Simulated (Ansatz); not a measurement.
Molecule: borotrithioic acid, sum formula BH3S3, charge 0, multiplicity 1. 
Coordinates optimised at B3LYP-D3(BJ)/def2-TZVP (Ansatz, an electronic-structure program):
SMILES: SB(S)S
```xyz
7

S      1.3678    -1.1528    -0.2197
B     -0.0061     0.0105    -0.0032
S     -1.2405    -0.3290     1.2730
S      0.0074     1.4315    -1.1243
H      1.0136    -2.0175     0.7458
H     -2.0310     0.7403     1.0851
H     -1.1078     2.0304    -0.6788
```

Basis-set convergence of Hartree-Fock and MP2 correlation energies (hartree) with Ansatz. Correlated levels leave the core frozen unless marked. No spin-orbit coupling. No relativistic terms.

```json
[
 {"basis": "aug-cc-pV(D+d)Z", "functions": "146", "E(HF)": "-1219.13897", "E(corr, MP2)": "-0.52151"},
 {"basis": "aug-cc-pV(T+d)Z", "functions": "280", "E(HF)": "-1219.17995", "E(corr, MP2)": "-0.64556"},
 {"basis": "aug-cc-pV(Q+d)Z", "functions": "485", "E(HF)": "-1219.19069", "E(corr, MP2)": "-0.69075"}
]
```

Extrapolating the two largest sets (X = 3 and 4) as X^-3: E(corr) = (64·(-0.69075) - 27·(-0.64556))/37 = -0.7237 Eh, an estimate of the basis-set limit. The largest set recovers 95.4 % of it, the smallest 72.1 %.
